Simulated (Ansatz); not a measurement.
C2H4AlO, SMILES `C=[CH][Al-][OH]` (excited triplet; C–C–Al–O torsion -1°, C–Al–O–H torsion -105°) (charge -1, multiplicity 3). This triplet is an excited state, 1.09 eV above the relaxed singlet at the level B3LYP/aug-cc-pVTZ // PBE0-D3(BJ)/def2-TZVPD (Ansatz, a program for electronic structure).

Calculation: LDA/aug-cc-pVTZ // PBE0-D3(BJ)/def2-TZVPD in Ansatz.

Ansatz 0.2 input:
```yaml
crystal:
  periodic: [false, false, false]
  atoms:
    - { symbol: C, position_ang: [-1.325559, -0.503107, 0.049364] }
    - { symbol: C, position_ang: [-0.659827, 0.638954, -0.265135] }
    - { symbol: Al, position_ang: [1.253097, 0.955176, -0.393686] }
    - { symbol: O, position_ang: [2.399398, -0.349439, -0.050927] }
    - { symbol: H, position_ang: [-0.799317, -1.423676, 0.294087] }
    - { symbol: H, position_ang: [-2.414855, -0.563268, 0.071126] }
    - { symbol: H, position_ang: [-1.293146, 1.501768, -0.498191] }
    - { symbol: H, position_ang: [2.840208, -0.256408, 0.793366] }
basis:
  gaussian: { orbitals: aug-cc-pVTZ }
hamiltonian:
  xc: lda
total_charge: -1
magnetization:
  spin_polarized: true
  initial_magnetization: 2
```

Output:

```
Functional definition: SPW92
1221 factors; their error is unknown
mean field evaluation 1: about -10705.7287 eV, gradient 5.4e1 eV
mean field evaluation 2: about -10473.7201 eV, gradient 1.4e2 eV
mean field evaluation 4: about -10714.8179 eV, gradient 3.7e1 eV
mean field evaluation 8: about -10721.5258 eV, gradient 6.0e-1 eV
mean field evaluation 16: about -10721.5042 eV, gradient 8.2e-4 eV
mean field evaluation 32: about -10720.3178 eV, gradient 4.7e0 eV
mean field evaluation 64: about -10721.4609 eV, gradient 1.9e0 eV
mean field -10721.50419133 eV, -394.0080117350 hartree, gradient 1.2e-5 eV, S^2 2.001892; 10 other end points of the search recorded, 0 dependent functions left out
reference -10721.50426216 eV, -394.0080143376 hartree; 20, 18 occupied and 260, 262 virtual orbitals, 1221 factors
Total energy: -10721.50426216 eV, -394.0080143376 hartree
```
